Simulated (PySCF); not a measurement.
**Radial density of Mg⁺ (magnesium, charge +1)**

UHF, [Ne] 3d1, 2D determinant (an excited configuration). All numbers are calculated (PySCF 2.14, the non-relativistic Hamiltonian (point nucleus), in aug-cc-pCVDZ).

```json
{"r (bohr)": "0.00208", "4πr²ρ (e/bohr)": "0.05637", "4πr²(ρα − ρβ)": "0.0000"}
{"r (bohr)": "0.00350", "4πr²ρ (e/bohr)": "0.1547", "4πr²(ρα − ρβ)": "0.0000"}
{"r (bohr)": "0.00589", "4πr²ρ (e/bohr)": "0.4122", "4πr²(ρα − ρβ)": "0.0000"}
{"r (bohr)": "0.00990", "4πr²ρ (e/bohr)": "1.061", "4πr²(ρα − ρβ)": "0.0000"}
{"r (bohr)": "0.0167", "4πr²ρ (e/bohr)": "2.551", "4πr²(ρα − ρβ)": "0.0000"}
{"r (bohr)": "0.0280", "4πr²ρ (e/bohr)": "5.510", "4πr²(ρα − ρβ)": "0.0000"}
{"r (bohr)": "0.0471", "4πr²ρ (e/bohr)": "9.904", "4πr²(ρα − ρβ)": "-0.0001"}
{"r (bohr)": "0.0793", "4πr²ρ (e/bohr)": "13.22", "4πr²(ρα − ρβ)": "-0.0001"}
{"r (bohr)": "0.133", "4πr²ρ (e/bohr)": "11.28", "4πr²(ρα − ρβ)": "-0.0002"}
{"r (bohr)": "0.224", "4πr²ρ (e/bohr)": "7.424", "4πr²(ρα − ρβ)": "-0.0008"}
{"r (bohr)": "0.377", "4πr²ρ (e/bohr)": "9.830", "4πr²(ρα − ρβ)": "-0.0015"}
{"r (bohr)": "0.634", "4πr²ρ (e/bohr)": "10.09", "4πr²(ρα − ρβ)": "-0.0003"}
{"r (bohr)": "1.07", "4πr²ρ (e/bohr)": "3.515", "4πr²(ρα − ρβ)": "0.0035"}
{"r (bohr)": "1.79", "4πr²ρ (e/bohr)": "0.3035", "4πr²(ρα − ρβ)": "0.0351"}
{"r (bohr)": "3.02", "4πr²ρ (e/bohr)": "0.1823", "4πr²(ρα − ρβ)": "0.1810"}
{"r (bohr)": "5.08", "4πr²ρ (e/bohr)": "0.2263", "4πr²(ρα − ρβ)": "0.2263"}
{"r (bohr)": "8.54", "4πr²ρ (e/bohr)": "0.01590", "4πr²(ρα − ρβ)": "0.0159"}
```

The outer electron is Rydberg-like, and this basis confines it to a smaller radius and binds it less than a complete one would.
